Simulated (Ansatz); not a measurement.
Na3Cl2. The state is a doublet with charge 0. Geometry PBE0-D4/def2-SVP; atoms count from 1.

Cartesian coordinates in Å:
```
Na -0.836 0.668 -1.609
Na -0.484 0.878 1.646
Na 1.266 -1.479 -0.033
Cl 1.370 1.122 -0.221
Cl -1.316 -1.188 0.216
```

Another isomer (doublet) lies 0.15 eV lower at PBE0-D4/def2-TZVP; other spin states weren't run for this one.

(1) Estimate the Mulliken populations from the PBE0/def2-TZVP orbitals of Ansatz.

(2) Where does the spin sit?

Results:

(1) 
| atom | charge (e) | spin (α − β) |
| --- | --- | --- |
| Na1 | 0.38 | 0.35 |
| Na2 | 0.38 | 0.34 |
| Na3 | 0.38 | 0.32 |
| Cl4 | -0.57 | 0.00 |
| Cl5 | -0.57 | 0.00 |
Mulliken values and Mayer orders depend strongly on the basis.

(2) Summed by element: Na 1.01, Cl -0.01, of 1 unpaired in all. Largest on single atoms: Na1 0.35, Na2 0.34, Na3 0.32.
